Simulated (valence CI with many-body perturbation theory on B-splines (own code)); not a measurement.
Results of a calculation; reference values are marked as such.
**Sensitivity of CI+MBPT for Ag15+**

Level of theory: configuration interaction combined with many-body perturbation theory (CI+MBPT): four valence electrons over a frozen Dirac-Fock core [Ar] 3d10, radial functions for each j: 6 s, 6 p, 5 d, 3 f, 1 g, with the one-electron correlation potential Σ1, the two-electron term Σ2, the three-electron term Σ3, Breit, model QED; selected CI, second order for the rest, scaled by the run's own slope (own B-spline code, finite nucleus).

No measured levels were compared; by estimate levels hold to about 250 cm⁻¹ or 0.2 % of their energy and the worst to 1 %, as in measured heavy ions of charge 2 to 7; those with d or f electrons hold less well.

The reference run has the lowest level 4s2 4p2 3P_0 and an ionisation energy of 381.545 eV. Its largest variational space holds 10002 state functions.

Names give the largest LS component (configuration and term), which can be under half, so a name can repeat, a term be missing and a line seem to break the LS rules; names also repeat where a configuration has a term twice.

Changed runs:
A. orbitals per symmetry with explicit Σ2 and valence Breit (the others get mean screening factors) 5 → 4; core polarisation of operators on → off
B. hole-hole ladder in Σ2 on → off
C. scale of Σ2 1 → 0
D. start configuration 4s2 4p2 → 4s2 5p2 (bad on purpose)

Excitation energies of the reference run in cm⁻¹, and shifts in cm⁻¹:

| Level | Reference | A | B | C |
| --- | --- | --- | --- | --- |
| 4s2 4p2 3P_1 | 43303 | +1.8 | -19 | -404 |
| 4s2 4p2 3P_2 | 57441 | +3.1 | -2.7 | -190 |
| 4s2 4p2 1D_2 | 112645 | +5.9 | -2.2 | -373 |
| 4s2 4p2 1S_0 | 150401 | +8.9 | +58 | +383 |
| 4s 4p3 5S°_2 | 309777 | +0.9 | -93 | -3502 |
| 4s 4p3 3D°_1 | 369788 | +2.5 | -21 | -1003 |
| 4s 4p3 3D°_2 | 376944 | +2.8 | -37 | -1751 |
| 4s 4p3 3D°_3 | 393765 | +3.4 | -40 | -1823 |
| 4s 4p3 3P°_0 | 426117 | +6.0 | +9.5 | -675 |
| 4s 4p3 3P°_1 | 432688 | +6.0 | +1.1 | -470 |
| 4s 4p3 3P°_2 | 438518 | +4.5 | -7.4 | -328 |
| 4s 4p3 3S°_1 | 483965 | +8.3 | +53 | +6932 |
| Ionisation energy (eV) | 381.545 | +0.005 | -0.015 | +0.098 |

Run D: It gave no result: the start configuration must fill the lowest shells above the core. The program said: "5p is not the lowest shell of its kind above the core".
